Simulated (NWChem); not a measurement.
# Correlation energy of PbS

```xyz
2

Pb     0.0000     0.0000     0.3822
S      0.0000     0.0000    -1.9586
```
Charge 0, spin multiplicity 1.

The numbers come from NWChem runs, not from measurements. The geometry was optimised at PBE/def2-SVP with def2 effective core potentials on Pb, a minimum by its harmonic frequencies.

Basis set: def2-SVP. Each correlation energy counts from its own Hartree-Fock reference.

Effective core potentials replace the inner electrons of Pb; spin-orbit coupling is left out. The correlated methods keep 9 core orbitals frozen. The structure started from a generated list of species. No row is a measurement; the coupled-cluster row has its own basis-set and correlation limits.

| method | correlation energy (mHa) |
|---|---|
| MP2 | [?] |
| SCS-MP2 | -210.2 |
| CR-CCSD[T] | [?] |
| CR-CCSD(T) | [?] |
| CCSD | -233.9 |
| CCSD+T(CCSD) | -251.6 |
| CCSD(T) | -248.8 |

**Question.** What belongs in the gaps?

**Answer.** 
- MP2, correlation energy (mHa): -219.2
- CR-CCSD[T], correlation energy (mHa): -247.3
- CR-CCSD(T), correlation energy (mHa): -245.2
